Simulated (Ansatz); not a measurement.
Stepwise reaction of `[F][Ga]([Cl])[Cl]` with hydrogen sulfide, as a gas-phase model of exchange steps in deposition or etching. ΔE in kJ/mol; ΔG adds harmonic PBE0-D4 terms to CCSD(T)/CBS, at 1 bar.

Computed with Ansatz on PBE0-D4/def2-TZVP structures; ΔE is electronic, products minus reactants. CCSD(T)/CBS adds triple-zeta CCSD(T) − MP2 to the extrapolated MP2 energy (def2 sets, frozen cores). This one scheme is used for every species. Functionals use def2-TZVPP. B3LYP here is the variant with VWN-RPA as its local correlation; programs differ in this. For Ga outer-core shells are correlated without core-valence functions, which leaves a few kJ/mol of doubt a bond. Scalar relativity is left out up to krypton. Each species was taken in one conformer, which may not be the lowest.

```
step                                               reaction  PBE-D4  B3LYP-D4  ωB97M-V  CCSD(T)/CBS  ΔG(400 K)
   1  `[F][Ga]([Cl])[Cl]` + H₂S → `[F][Ga]([SH])[Cl]` + HCl    10.6      15.6     17.4         14.1       15.5
```

(1) Give the row of step 2, `[F][Ga]([SH])[Cl]` + H₂S → `[F][Ga]([SH])[SH]` + HCl. (An estimate is asked.)

(2) By hand: ΔE of the 2 steps together at CCSD(T)/CBS.

Answers

(1) Computed: 
```tsv
step	reaction	PBE-D4	B3LYP-D4	ωB97M-V	CCSD(T)/CBS	ΔG(400 K)
2	`[F][Ga]([SH])[Cl]` + H₂S → `[F][Ga]([SH])[SH]` + HCl	18.1	23.1	24.6	21.1	24.2
```

(2) (14.1) + (21.1) = 35.2 kJ/mol, or 17.6 kJ/mol a step.

In ΔE each step is higher than the one before. All are uphill at CCSD(T)/CBS. ΔG lies between 15.5 and 24.2 kJ/mol a step. PBE-D4 differs from CCSD(T)/CBS by -3.5 to -3.0 kJ/mol a step. Isolated molecules leave out the surface, adducts and barriers. Largest T1 diagnostic: 0.013.
